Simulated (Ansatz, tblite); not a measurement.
Adding an electron: HfTe₂⁺. The state is a doublet with charge 1. Geometry: B3LYP-D4/def2-TZVP. Ansatz, gas phase; energy differences of separate SCF runs; the reduced species is a singlet (the triplet lies 0.15 eV higher at PBE0-D4/def2-TZVP).

Cartesian coordinates in Å:
```
Hf -0.937 -0.505 -0.544
Te 1.264 -1.404 0.441
Te -0.326 1.909 0.103
```

In the def2 sets Hf, Te take a core potential; there is no spin–orbit coupling. The xTB rows come from tblite. Another isomer (doublet) lies 0.05 eV lower at PBE0-D4/def2-TZVP.

Problem. Estimate orbital energies and vertical electron affinities at: GFN1-xTB; GFN2-xTB; PBE-D4/def2-TZVP; r2SCAN-D4/def2-TZVP; PBE0-D4/def2-TZVP.

Solution. 
```tsv
level	−HOMO (eV)	−LUMO (eV)	vertical EA (eV)	HOMO–LUMO gap (eV)	remarks
GFN1-xTB	–	–	11.32	–	–
GFN2-xTB	–	–	10.92	–	–
PBE-D4/def2-TZVP	9.97	9.28	6.90	0.68	restricted singlet, untested (singlet)
r2SCAN-D4/def2-TZVP	10.25	9.10	6.92	1.15	restricted singlet, untested (singlet)
PBE0-D4/def2-TZVP	10.89	8.56	6.95	2.33	restricted singlet, untested (singlet)
```

  HOMO and LUMO are the levels of the spin that leaves or enters (xTB has no such levels and no spin-polarisation term). Other spin states of the ions may lie lower, which would lower the ionisation energy or raise the affinity. Raw xTB energy differences between charge states are shifted by several eV; the methods need an empirical correction for them.
